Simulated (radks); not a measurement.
Spherical jellium clusters: N electrons in a uniform positive sphere of charge N and radius rs N^(1/3), rs = 2.53 bohr. Calculated with a radial shooting solver with Libxc functionals: non-relativistic Kohn-Sham, PBE, spin-polarised, spherical densities. Levels are named by radial order and angular momentum (1s, 1p, 1d, 2s, ...), and open shells are averaged over m.

N = 31, configuration 1s2 1p6 1d10 2s2 1f(up 7, down 4). This is the lowest configuration that the search found. Occupied and some empty levels:

level,occupation,eigenvalue (eV),<r> (bohr)
1s up,1,-9.6548,4.515
1s down,1,-9.5738,4.387
1p up,3,-7.9333,5.602
1p down,3,-7.7530,5.512
1d up,5,-5.9506,6.342
1d down,5,-5.7062,6.293
2s up,1,-5.4424,5.395
2s down,1,-5.2861,5.455
1f up,7,-3.7300,6.986
1f down,4,-3.4522,6.974
2p up,0,-2.9342,6.557
2p down,0,-2.7955,6.595
1g up,0,-1.3526,7.727
1g down,0,-1.0713,7.782
2d up,0,-0.81750,9.054
2d down,0,-0.68974,9.218

Energy (eV): total -37.2781, kinetic 126.36, external -3856.0, Hartree 1886.4, exchange-correlation -168.20, background 1974.2.

Electron density:

r (bohr),n(r) (e/bohr^3)
0.914,0.01755
1.89,0.01450
2.87,0.01261
3.85,0.01349
4.83,0.01565
5.82,0.01579
6.80,0.01204
7.78,0.006390
8.76,0.002438
9.74,0.0007840
10.7,0.0002366
11.7,0.00007037
12.7,0.00002077
